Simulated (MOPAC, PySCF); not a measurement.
CH$_{8}$Si$_{2}$, SMILES `[SiH3]C[SiH3]`, neutral singlet in the gas phase. 

Cartesian coordinates (Å):
```xyz
11

Si     1.5576    -0.1793     0.2656
C      0.0228     0.6822    -0.3721
Si    -1.5717    -0.2396    -0.0371
H      1.4668    -0.3625     1.7388
H      2.7813     0.6113    -0.0372
H      1.6927    -1.5187    -0.3670
H      0.1244     0.8318    -1.4522
H     -0.0405     1.6755     0.0846
H     -1.7578    -0.4246     1.4269
H     -1.5319    -1.5808    -0.6789
H     -2.7439     0.5048    -0.5716
```
Charge 0, spin multiplicity 1.

All levels are single points at this geometry (PBE0-D3(BJ)/def2-TZVP); Pople sets use spherical d functions. Orbital energies aren't observables, and empty levels follow the basis.

| level | HOMO (eV) | LUMO (eV) | gap (eV) | dipole (D) | vertical IE, Delta-SCF (eV) |
|---|---|---|---|---|---|
| PBE-D3(BJ)/def2-TZVP in PySCF | -7.54 | -0.54 | 7.00 | 0.91 | – |
| PBE0-D3(BJ)/def2-TZVP in PySCF | -8.79 | 0.25 | 9.04 | 0.90 | – |
| B3LYP/3-21G in PySCF | -8.54 | 0.92 | 9.45 | 0.78 | – |
| B3LYP/6-311+G** in PySCF | -8.60 | -0.38 | 8.22 | 0.82 | – |
| BP86/6-31G* in PySCF | -7.53 | -0.08 | 7.45 | 0.91 | – |
| PBE/6-31G* in PySCF | -7.43 | -0.06 | 7.37 | 0.91 | – |
| SVWN5/6-31G* in PySCF | -7.47 | -0.26 | 7.21 | 0.91 | – |
| HF/6-31G* in PySCF | -11.77 | 3.81 | 15.59 | 0.85 | 10.27 |
| HF/STO-3G in PySCF | -9.71 | 12.98 | 22.69 | 0.34 | – |
| AM1 in MOPAC | -11.20 | 1.11 | 12.31 | 0.47 | – |
| PM3 in MOPAC | -10.29 | 0.63 | 10.93 | 0.49 | – |
| PM6 in MOPAC | -10.54 | 0.43 | 10.97 | 0.82 | – |
| PM7 in MOPAC | -11.28 | 1.75 | 13.03 | 0.58 | – |
